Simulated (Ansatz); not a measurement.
Reactions of C3H5NO, SMILES `CC(=N)C=O`.

Gas-phase electronic energies from Ansatz, PBE0-D4/def2-TZVP geometries. CCSD(T)/CBS is the MP2 limit (def2-TZVPP, def2-QZVPP) plus CCSD(T) − MP2 in def2-TZVPP, frozen cores. This one scheme is used for every species. Each species was taken in one conformer, which may not be the lowest.

Task: Order these by ΔE at CCSD(T)/CBS, lowest first. (Best estimate.)
A. `CC(=N)C=O` + H–F → `CC(=N)F` + `C=O`
B. `CC(=N)C=O` + `BCl` → `CC(=N)BCl` + `C=O`
C. `CC(=N)C=O` + H₂ → `N=CC=O` + CH₄
D. `CC(=N)C=O` + `OCS` → `O=CC(O)S` + `CC=N`

Result: C (-41.7 kJ/mol), D (-14.7 kJ/mol), B (-5.1 kJ/mol), A (+35.6 kJ/mol).

Largest T1 diagnostic: 0.015, for `C=O`.
